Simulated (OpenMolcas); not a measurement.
# Pd VII: effect of the basis set

* Program: OpenMolcas 26.06
* Method: MS-CASPT2, IPEA 0.25 Eh, imaginary shift 0.1 Eh (closed shells correlated: 4s 4p)
* Active space: 4 electrons in 5 orbitals (4d)
* State averaging: 2S+1 = 5 even, 5 roots; 2S+1 = 3 even, 45 roots; 2S+1 = 1 even, 50 roots
* Spin-orbit coupling: state interaction with AMFI integrals over the reference wave functions, term energies averaged over their components

A. ANO-R1 [6s4p3d1f], X2C, finite nucleus; CASPT2 step about 16 core-seconds
B. ANO-RCC-VDZP [6s5p3d1f], DKH2, point nucleus; CASPT2 step about 9 core-seconds
C. ANO-R2 [7s5p4d2f1g], X2C, finite nucleus; CASPT2 step roughly 23 core-seconds
D. ANO-RCC-VTZP [7s6p4d2f1g], DKH2, point nucleus; CASPT2 step of the order of 22 core-seconds
E. ANO-R3 [8s6p5d3f2g1h], X2C, finite nucleus; CASPT2 step of the order of 50 core-seconds
F. ANO-RCC-VQZP [8s7p5d3f2g1h], DKH2, point nucleus; CASPT2 step roughly 50 core-seconds

Energies in eV above 4d⁴ ⁵D₀.

| Level | A | B | C | D | E | F |
| --- | --- | --- | --- | --- | --- | --- |
| 4d⁴ ⁵D₀ | 0.0000 | 0.0000 | 0.0000 | 0.0000 | 0.0000 | 0.0000 |
| 4d⁴ ⁵D₁ | 0.1209 | 0.1172 | 0.1193 | 0.1213 | 0.1108 | 0.1107 |
| 4d⁴ ⁵D₂ | 0.304 | 0.296 | 0.299 | 0.304 | 0.281 | 0.281 |
| 4d⁴ ⁵D₃ | 0.516 | 0.504 | 0.507 | 0.514 | 0.479 | 0.480 |
| 4d⁴ ⁵D₄ | 0.744 | 0.728 | 0.730 | 0.739 | 0.694 | 0.695 |
| 4d⁴ ³P₀(1) | 2.553 | 2.551 | 2.479 | 2.480 | 2.485 | 2.498 |
| 4d⁴ ³H₄ [69 %] | 2.901 | 2.885 | 2.732 | 2.737 | 2.711 | 2.721 |
| 4d⁴ ³P₁(1) | 3.088 | 3.078 | 2.990 | 2.997 | 2.976 | 2.988 |
| 4d⁴ ³H₅ | 3.194 | 3.170 | 3.007 | 3.016 | 2.970 | 2.979 |
| 4d⁴ ³F₂(1) | 3.350 | 3.333 | 3.211 | 3.218 | 3.191 | 3.204 |
| 4d⁴ ³H₆ | 3.400 | 3.372 | 3.205 | 3.216 | 3.159 | 3.168 |
| 4d⁴ ³F₄(1) [57 %] | 3.501 | 3.476 | 3.340 | 3.350 | 3.305 | 3.316 |
| 4d⁴ ³P₂(1) | 3.727 | 3.707 | 3.601 | 3.612 | 3.571 | 3.583 |
| 4d⁴ ³G₄ [63 %] | 3.923 | 3.896 | 3.745 | 3.755 | 3.709 | 3.719 |
| 4d⁴ ³G₅ | 4.143 | 4.109 | 3.944 | 3.958 | 3.892 | 3.903 |
| 4d⁴ ³D₃ | 4.466 | 4.439 | 4.259 | 4.266 | 4.243 | 4.254 |
| 4d⁴ ³D₂ [74 %] | 4.567 | 4.539 | 4.372 | 4.382 | 4.348 | 4.360 |
| 4d⁴ ³D₁ | 4.669 | 4.638 | 4.466 | 4.476 | 4.439 | 4.449 |
| 4d⁴ ¹I₆ | 4.809 | 4.771 | 4.534 | 4.550 | 4.481 | 4.491 |
| 4d⁴ ¹G₄(1) | 5.031 | 4.990 | 4.873 | 4.887 | 4.814 | 4.823 |
| 4d⁴ ¹S₀(1) | 5.231 | 5.187 | 5.142 | 5.152 | 5.116 | 5.134 |
| 4d⁴ ¹D₂(1) | 5.840 | 5.815 | 5.571 | 5.585 | 5.540 | 5.562 |
| 4d⁴ ¹F₃ | 6.328 | 6.297 | 6.002 | 6.018 | 5.977 | 6.000 |
| 4d⁴ ³P₂(2) | 7.170 | 7.141 | 6.827 | 6.837 | 6.832 | 6.856 |

Among A to F the level of the table that moves most is 4d⁴ ¹F₃, by 2800 cm-1 (lowest in E, highest in A). Moves below CASPT2's spread within the term are not significant.

CASPT2 does not keep the components of a term degenerate, so their means are used; among the terms shown or strongly mixed into the levels shown the widest spread is 1600 cm-1 (4d⁴ ¹I, D). The CASPT2 spread within a term exceeds the gap to the next term for 4d⁴ ¹G(1) and 4d⁴ ¹I, so the order of their levels is uncertain (figures for A; the like holds for B, C, D, E, F). The basis is small and was not contracted for so high a charge (holds for A; B). Levels of configurations outside the active space are missing. Levels that lie high or do not pair safely by name in every column are left out.

A share in square brackets marks a mixed level and gives the weight of the term that names it, the lowest over the columns. A number in round brackets counts repeated terms of one configuration in the order of the reference energies.
